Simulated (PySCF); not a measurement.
Computed with B3LYP-D3(BJ)/def2-TZVP // PBE0-D3(BJ)/def2-TZVP (PySCF). Isolated molecules, 0 K electronic values unless said otherwise. B3LYP has the VWN-RPA correlation part, as in Gaussian. Excitations are Tamm–Dancoff values on a coarser integration grid. The basis has no diffuse functions, so Rydberg states are missing or too high.

Reference species (SMILES): `C#C/C=C/C` (neutral, multiplicity 1).

```
Property                   Value
----------------------  --------
S1 oscillator strength     0.000
LUMO                    -0.88 eV
HOMO                    -6.60 eV
T1 excitation (TDA)      3.47 eV
```

Changed species: `C#C/C=C\C`.

Task: Give the shifts of the S1 oscillator strength, LUMO, HOMO and T1 excitation (TDA).

Result: the S1 oscillator strength is nearly the same; the LUMO hardly moves; the HOMO falls by 0.03 eV, to -6.63 eV; the T1 excitation (TDA) hardly moves.
